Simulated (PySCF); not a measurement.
[Dy(H2O)2]2+ at several levels of theory

Computed with PySCF 2.14.0 (density fitting, no spin-orbit coupling) at the geometry relaxed with PBE0:

```xyz
7
[Dy(H2O)2]2+ (singlet in the valence; each metal's 4f electrons, 10 of them, lie in its core potential, out of spins and levels)
Dy    0.0000    0.0000    0.0000
O     0.0000    0.0000    2.4355
H     0.5404    0.5404    3.0402
H    -0.5404   -0.5404    3.0402
O     0.0000    0.0000   -2.4355
H     0.5404   -0.5404   -3.0402
H    -0.5404    0.5404   -3.0402
```

| level | basis | state | HOMO (eV) | gap (eV) | charge on Dy1 (e) | population of f-type functions on Dy1 (polarisation alone where 4f lies in the core) | dipole about the centre of mass (D) | largest force component (eV/Å) |
| --- | --- | --- | --- | --- | --- | --- | --- | --- |
| PBE0 | Dy lcecp-0-SVP with ECP56, O def2-SVP, H def2-SVP | singlet | – | – | 1.57 | 0.01 | 0.00 | 0.00 |
| M06-L | the same | singlet | – | – | 1.61 | 0.01 | 0.00 | 0.04 |
| PBE0 | Dy lcecp-0-TZVP with ECP56, O def2-TZVP, H def2-TZVP | singlet | – | – | 1.78 | 0.02 | 0.00 | 0.37 |

In the lcecp rows the 4f levels are missing from HOMO and gap, and the state counts the valence alone.

Charges are Mulliken's, which hang on the basis. The relaxation used the grid (50, 194), these runs (75, 302) or, all-electron (x2c bases, spin-free X2C Hamiltonian), (99, 590).

Task: What does HF with Dy lcecp-0-SVP with ECP56, O def2-SVP, H def2-SVP give here?

Result: state singlet, charge on Dy1 (e) 1.71, population of f-type functions on Dy1 (polarisation alone where 4f lies in the core) 0.01, dipole about the centre of mass (D) 0.00, largest force component (eV/Å) 1.44. Time: 1.1 s on 2 threads of Arm Neoverse V2, with other jobs on the host, from an already converged density.

A frequency check found unstable modes (2, the lowest at -18 cm⁻¹), so the relaxed geometry is a saddle point, or these are noise. An lcecp potential fixes the number of 4f electrons, so in runs with it no electron can move into or out of that shell; real Dy(II) is rare or takes another configuration.
